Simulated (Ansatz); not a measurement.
Start from `[SiH3][Sn]([SiH3])([Cl])[Cl]` and change one atom or group to get `[SiH3][Sn]([Cl])([Cl])[Cl]`.

Ansatz, PBE0-D4/def2-TZVP geometries, multiplicity 1. 

Elements past krypton have def2 core potentials.

```
                             property  `[SiH3][Sn]([SiH3])([Cl])[Cl]`
    LUMO energy (PBE/def2-TZVPP) / eV                           -2.30
HOMO energy (ωB97M-V/def2-TZVPP) / eV                           -9.69
HOMO–LUMO gap (B3LYP/def2-TZVPP) / eV                            5.87
  HOMO–LUMO gap (PBE/def2-TZVPP) / eV                            4.38
    HOMO energy (PBE/def2-TZVPP) / eV                           -6.68
   HOMO energy (PBE0/def2-TZVPP) / eV                           -7.77
```

(1) Give the same properties after the change, and the shifts. (An estimate is asked.)

Results:

(1) Computed: 
| property | `[SiH3][Sn]([Cl])([Cl])[Cl]` | shift |
| --- | --- | --- |
| LUMO energy (PBE/def2-TZVPP) / eV | -3.06 | -0.76 |
| HOMO energy (ωB97M-V/def2-TZVPP) / eV | -10.67 | -0.98 |
| HOMO–LUMO gap (B3LYP/def2-TZVPP) / eV | 5.99 | 0.12 |
| HOMO–LUMO gap (PBE/def2-TZVPP) / eV | 4.44 | 0.06 |
| HOMO energy (PBE/def2-TZVPP) / eV | -7.49 | -0.81 |
| HOMO energy (PBE0/def2-TZVPP) / eV | -8.68 | -0.91 |

With PBE0 the HOMO falls by 0.91 eV and the LUMO falls by 0.75 eV, so the gap widens by about 0.16 eV. PBE moves the HOMO by -0.81 eV and ωB97M-V by -0.98 eV. The zero-point energy changes by -61.2 kJ/mol with -9 modes.

Positive LUMOs are unbound, so they and the gaps depend on the basis.

B3LYP here is the variant with VWN-RPA as its local correlation; programs differ in this.
